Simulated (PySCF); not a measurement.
## Cu⁻ (copper, charge -1): UHF calculation

Configuration: [Ar] 3d10 4s2, closed-shell 1S. Computed with PySCF 2.14 in aug-cc-pVDZ-DK (7s6p4d2f, 59 functions), with the spin-free X2C one-electron Hamiltonian (Gaussian nucleus).

| Quantity | Value |
| --- | --- |
| Total energy | -1653.149079 hartree |
| One-electron energy | -2313.6134 hartree |
| Hartree (Coulomb) energy | 727.1037 hartree |
| Exchange energy | -66.6394 hartree |
| ⟨S²⟩ | 0.0000 |
| ⟨L²⟩ | 0.000 |
| Sum of ⟨r⟩ | 26.71 bohr |
| Sum of ⟨r²⟩ | 70.12 bohr² |
| Langevin diamagnetic susceptibility | -55.5 ×10⁻⁶ cm³/mol |

```tsv
shell	electrons	mean orbital energy (eV)	rms radius, mean of both spins (bohr)
1s	2	-9041.6	0.0601
2s	2	-1128.1	0.254
2p	6	-968.76	0.228
3s	2	-134.70	0.766
3p	6	-85.905	0.819
3d	10	-7.455	1.17
4s	2	-0.560	5.03
```

Densities and radii are taken from the X2C orbitals without a picture-change correction, which distorts them close to the nucleus.

Spin-orbit constants ζ (cm⁻¹) from the X2C one-electron operator on these orbitals: bare nucleus, nucleus screened by l(l+1)(2l+1)/3 electrons, and screened by the Breit-Pauli mean field of the electrons.

| shell | bare | screened nucleus | mean field |
| --- | --- | --- | --- |
| 2p | 115300 | 107300 | 103800 |
| 3p | 14110 | 13130 | 12610 |
| 3d | 1252 | 820.0 | 742.1 |
